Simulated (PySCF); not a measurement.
SMILES CC(C)(C)CCCl, singlet (GFN2-xTB optimised geometry):

```
20

C     -0.241    -0.826     1.260
C      0.255    -0.113     0.000
C      1.787    -0.113     0.000
C     -0.240     1.335     0.000
C     -0.208    -0.853    -1.271
C     -1.715    -0.963    -1.432
Cl    -2.099    -1.831    -2.948
H     -1.321    -0.755     1.353
H      0.202    -0.371     2.144
H      0.039    -1.876     1.242
H      2.168     0.407     0.876
H      2.172     0.387    -0.886
H      2.172    -1.130     0.013
H     -1.322     1.382     0.094
H      0.051     1.841    -0.918
H      0.192     1.876     0.839
H      0.197    -0.336    -2.143
H      0.213    -1.861    -1.261
H     -2.190     0.013    -1.512
H     -2.172    -1.539    -0.629
```

Level of theory: PySCF with CAM-B3LYP/def2-SVP.

Task: What are the frontier orbital energies and the dipole moment?

Result: HOMO-2 -10.53 eV, HOMO-1 -9.41 eV, HOMO -9.30 eV, LUMO 2.09 eV, LUMO+1 3.13 eV; dipole moment 2.06 D.

Meta-Löwdin charges at CAM-B3LYP/def2-SVP: C1 -0.29, C2 0.08, C3 -0.29, C4 -0.29, C5 -0.16, C6 -0.11, Cl7 -0.15, H8 0.09, H9 0.09, H10 0.09, H11 0.09, H12 0.09, H13 0.09, H14 0.09, H15 0.09, H16 0.09, H17 0.09, H18 0.09, H19 0.11, H20 0.11.
